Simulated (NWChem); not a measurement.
# CH4MgSe; SMILES [CH3][Mg][SeH]

```xyz
7

Mg     0.0093    -1.1716     0.0001
C      0.0186    -3.2585     0.0002
H     -0.8517    -3.6704    -0.5384
H     -0.0080    -3.6683     1.0241
H      0.9221    -3.6609    -0.4887
Se     0.0340     1.2743     0.0000
H     -1.4403     1.2840    -0.0001
```
Atoms are numbered in this order, from 1.

Computed with NWChem. Medium grid unless said otherwise, to which SCAN and Minnesota functionals are sensitive. All runs use the structure optimised with PBE0/def2-SVP. Total energies of different functionals are on different scales.

```json
[
 {"level": "B3LYP/def2-SVP", "energy (Ha)": "-2641.8482", "highest occupied level (eV)": "-6.25", "orbital gap (eV)": "5.13", "dipole (D)": "1.52"},
 {"level": "PBE/def2-SVP", "energy (Ha)": "-2641.2394", "highest occupied level (eV)": "-5.40", "orbital gap (eV)": "3.87", "dipole (D)": "1.52"},
 {"level": "r2SCAN0/def2-SVP", "energy (Ha)": "-2641.7124", "highest occupied level (eV)": "-6.73", "orbital gap (eV)": "6.07", "dipole (D)": "1.66"},
 {"level": "BLYP/def2-SVP", "energy (Ha)": "-2641.7966", "highest occupied level (eV)": "-5.18", "orbital gap (eV)": "3.71", "dipole (D)": "1.43"},
 {"level": "MPW1K/def2-SVP", "energy (Ha)": "-2641.9434", "highest occupied level (eV)": "-7.39", "orbital gap (eV)": "6.91", "dipole (D)": "1.67"},
 {"level": "B97-D/def2-SVP", "energy (Ha)": "-2642.9694", "highest occupied level (eV)": "-5.34", "orbital gap (eV)": "3.87", "dipole (D)": "1.52"},
 {"level": "PW6B95/def2-SVP", "energy (Ha)": "-2643.1270", "highest occupied level (eV)": "-6.56", "orbital gap (eV)": "5.62", "dipole (D)": "1.53"},
 {"level": "MN15/def2-SVP", "energy (Ha)": "-2641.9112", "highest occupied level (eV)": "…", "orbital gap (eV)": "…", "dipole (D)": "…"}
]
```

Question: Some entries are withheld; supply them.

Answer: 
- MN15/def2-SVP, highest occupied level (eV): -7.11
- MN15/def2-SVP, orbital gap (eV): 6.69
- MN15/def2-SVP, dipole (D): 1.59
